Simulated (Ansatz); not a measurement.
Reaction (hydrogenolysis of the Si–F bond): `F[SiH](F)O[SiH2]Cl` + H₂ → `F[SiH2]O[SiH2]Cl` + H–F

Isolated molecules relaxed with PBE0-D4/def2-TZVP in Ansatz; ΔE leaves out vibrations. CCSD(T)/CBS adds triple-zeta CCSD(T) − MP2 to the extrapolated MP2 energy (def2 sets, frozen cores). This one scheme is used for every species. Functionals use def2-TZVPP. One conformer a species, not always the lowest.

Task: Is it downhill or uphill in electronic energy at CCSD(T)/CBS, and by how much? (An estimate is asked.)

Result: Computed: Uphill: ΔE = +33.6 kcal/mol.

Task: What do these levels give: PBE-D4, CAM-B3LYP-D4, ωB97X-V, PBE0, r2SCAN0, BHLYP, CAM-B3LYP, LC-ωPBE, HF/def2-SVP, MP2/def2-SVP, MP2/def2-TZVPP, SCS-MP2/def2-TZVPP? (An estimate is asked.)

Result: Ansatz gave: PBE-D4 32.2, CAM-B3LYP-D4 34.7, ωB97X-V 33.7, PBE0 31.8, r2SCAN0 34.9, BHLYP 34.2, CAM-B3LYP 34.3, LC-ωPBE 32.6, HF/def2-SVP 29.3, MP2/def2-SVP 31.7, MP2/def2-TZVPP 34.2, SCS-MP2/def2-TZVPP 33.9 kcal/mol.

Largest T1 diagnostic among the species: 0.011.

At CCSD(T), def2-SVP lies −3.4 kcal/mol from the extrapolated value and def2-TZVPP −0.1 kcal/mol. Leaving LDA and LC-ωPBE aside and taking each functional with its dispersion term where it has one, the values, not all of them listed here, spread over 3.7 kcal/mol, from HSE06-D4 to r2SCAN-D4. LDA lies +1.1 kcal/mol from PBE without D4. From BLYP to BHLYP (50 % exact exchange), in def2-TZVPP and without D4, ΔE moves by +0.8 kcal/mol.
